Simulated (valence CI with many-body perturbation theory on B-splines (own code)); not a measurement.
E1 transitions of Ni XV

Method: valence CI with perturbative core correlation (CI+MBPT): four valence electrons over a frozen Dirac-Fock core [Ne], radial functions for each j: 11 s, 11 p, 9 d, 7 f, 5 g, 2 h, 1 i, with the one-electron correlation potential Σ1 (screened to all orders), the two-electron term Σ2, the three-electron term Σ3, Breit, model QED; selected single and double excitations, second order for the rest (own B-spline code, finite nucleus).

No measured spectrum was set against this ion. As an estimate, levels of excited configurations hold to 0.05 to 0.15 % of their energy, terms of the ground configuration to about 0.5 %.

Lines 51 to 100 of 218 in falling wavelength, among levels below 116.82 eV, chosen from the strongest by gf and those to the six lowest levels. Wavelengths and rates use the calculated energies, so an error of 200 cm⁻¹ moves a line at 279.2 Å by 0.056 % and its rate by three times that or more. Electric multipoles are in the length gauge, E1 and E2 with the static RPA response of the core. Weak lines are less certain than strong ones. Lines between different terms over intervals too small for the method are left out, as are lines whose strength nearly cancels. The highest levels of a list are the least certain.

Names give the largest LS component (configuration and term), which can be under half, so a name can repeat, a term be missing and a line seem to break the LS rules; names also repeat where a configuration has a term twice. Letters in brackets count levels of one name in rising energy.

```tsv
λ vac (Å)	Upper	Lower	A (s⁻¹)	S (a.u.) with core polarisation	S without
279.2	3s3p³ ³P°_1	3s²3p² ³P_2	9.44e+08	3.04e-02	3.15e-02
278.8	3s3p²3d ¹P_1	3s²3p3d ³P°_2	1.56e+09	5.00e-02	5.18e-02
278.3	3s3p³ ³P°_2	3s²3p² ³P_2	4.47e+09	2.38e-01	2.46e-01
278.1	3p⁴ ³P_2	3s3p³ ³D°_2	1.82e+09	9.67e-02	1.00e-01
277.8	3s3p³ ¹D°_2	3s²3p² ¹D_2	6.47e+09	3.43e-01	3.55e-01
275.0	3s3p²3d ³G_4	3s²3p3d ³F°_3	8.72e+09	8.05e-01	8.33e-01
274.9	3s3p²3d ³P_1 [a]	3s3p³ ³S°_1	1.57e+09	4.83e-02	5.00e-02
274.1	3s3p²3d ¹G_4	3s²3p3d ³F°_4	5.23e+08	4.78e-02	4.95e-02
273.7	3s3p²3d ³P_1 [b]	3s²3p3d ³P°_2	1.80e+09	5.46e-02	5.65e-02
272.9	3s3p³ ³S°_1	3s²3p² ¹S_0	6.06e+08	1.82e-02	1.89e-02
272.2	3s3p²3d ³D_3 [b]	3s²3p3d ³P°_2	1.07e+09	7.48e-02	7.75e-02
270.8	3s3p³ ³P°_0	3s²3p² ³P_1	5.42e+09	5.31e-02	5.50e-02
270.0	3s3p²3d ³G_3	3s²3p3d ³F°_2	8.91e+09	6.06e-01	6.26e-01
269.8	3s3p³ ³P°_1	3s²3p² ³P_1	2.87e+09	8.35e-02	8.65e-02
269.3	3s3p²3d ³P_2 [b]	3s²3p3d ³P°_2	6.39e+08	3.08e-02	3.19e-02
269.0	3s3p³ ³P°_2	3s²3p² ³P_1	3.66e+08	1.76e-02	1.82e-02
267.9	3s3p²3d ³D_1 [c]	3s²3p3d ³P°_1 [a]	1.37e+09	3.92e-02	4.05e-02
263.8	3p⁴ ³P_1	3s3p³ ³D°_2	5.31e+09	1.44e-01	1.49e-01
263.6	3p⁴ ³P_1	3s3p³ ³D°_1	2.34e+09	6.36e-02	6.59e-02
262.1	3s3p²3d ³D_2 [a]	3s²3p3d ³F°_2	9.49e+08	4.22e-02	4.36e-02
261.5	3p⁴ ³P_0	3s3p³ ³D°_1	7.78e+09	6.87e-02	7.11e-02
260.9	3s3p²3d ³D_1 [c]	3s²3p3d ³P°_2	1.14e+09	2.99e-02	3.09e-02
259.7	3s3p²3d ¹F_3	3s²3p3d ³F°_3	7.50e+08	4.54e-02	4.70e-02
259.3	3s3p³ ³P°_1	3s²3p² ³P_0	1.56e+09	4.04e-02	4.18e-02
258.4	3p⁴ ¹D_2	3s3p³ ³D°_3	1.00e+09	4.26e-02	4.42e-02
258.0	3s3p²3d ³F_3 [b]	3s²3p3d ³F°_4	6.87e+08	4.08e-02	4.23e-02
253.7	3s3p²3d ³F_2 [b]	3s²3p3d ³F°_3	1.19e+09	4.78e-02	4.95e-02
252.8	3s3p³ ¹D°_2	3s²3p² ³P_2	1.80e+08	7.19e-03	7.46e-03
251.4	3s3p³ ¹P°_1	3s²3p² ¹S_0	5.11e+09	1.20e-01	1.25e-01
249.7	3s3p²3d ³F_4 [b]	3s²3p3d ³F°_4	3.31e+09	2.29e-01	2.37e-01
248.1	3s3p²3d ³F_3 [b]	3s²3p3d ³F°_3	4.33e+09	2.29e-01	2.37e-01
247.4	3s3p²3d ³F_2 [b]	3s²3p3d ³F°_2	6.26e+09	2.34e-01	2.42e-01
245.1	3s3p³ ¹D°_2	3s²3p² ³P_1	1.47e+08	5.33e-03	5.51e-03
240.7	3s3p³ ³S°_1	3s²3p² ¹D_2	4.61e+08	9.52e-03	9.83e-03
237.2	3s3p²3d ¹P_1	3s²3p3d ³F°_2	5.13e+09	1.01e-01	1.05e-01
232.5	3s²3p3d ³F°_2	3s²3p² ¹D_2	5.96e+08	1.85e-02	1.91e-02
227.8	3s3p²3d ³D_2 [c]	3s²3p3d ³F°_3	2.21e+10	6.45e-01	6.67e-01
227.2	3s²3p3d ³F°_3	3s²3p² ¹D_2	1.90e+07	7.71e-04	7.88e-04
227.0	3s3p²3d ³G_3	3s3p³ ¹D°_2	9.84e+08	3.97e-02	4.11e-02
226.9	3p⁴ ³P_2	3s3p³ ⁵S°_2	5.47e+07	1.58e-03	1.63e-03
226.2	3s3p²3d ³P_2 [a]	3s3p³ ³P°_2	3.18e+09	9.08e-02	9.40e-02
225.6	3s3p²3d ³P_2 [a]	3s3p³ ³P°_1	1.96e+09	5.55e-02	5.74e-02
224.1	3s3p²3d ³D_1 [c]	3s²3p3d ³F°_2	1.74e+10	2.91e-01	3.01e-01
223.9	3s3p³ ¹P°_1	3s²3p² ¹D_2	3.53e+10	5.87e-01	6.07e-01
222.7	3s3p²3d ³D_2 [c]	3s²3p3d ³F°_2	1.05e+10	2.86e-01	2.96e-01
221.7	3s3p³ ³S°_1	3s²3p² ³P_2	3.95e+10	6.38e-01	6.60e-01
220.6	3s3p²3d ³D_3 [a]	3s3p³ ¹D°_2	2.48e+09	9.21e-02	9.51e-02
220.2	3s²3p3d ³P°_1 [a]	3s²3p² ¹S_0	8.11e+07	1.28e-03	1.32e-03
219.6	3s3p²3d ³P_1 [a]	3s3p³ ³P°_2	9.44e+09	1.48e-01	1.53e-01
218.3	3s3p²3d ³P_1 [a]	3s3p³ ³P°_0	3.37e+09	5.20e-02	5.38e-02
```
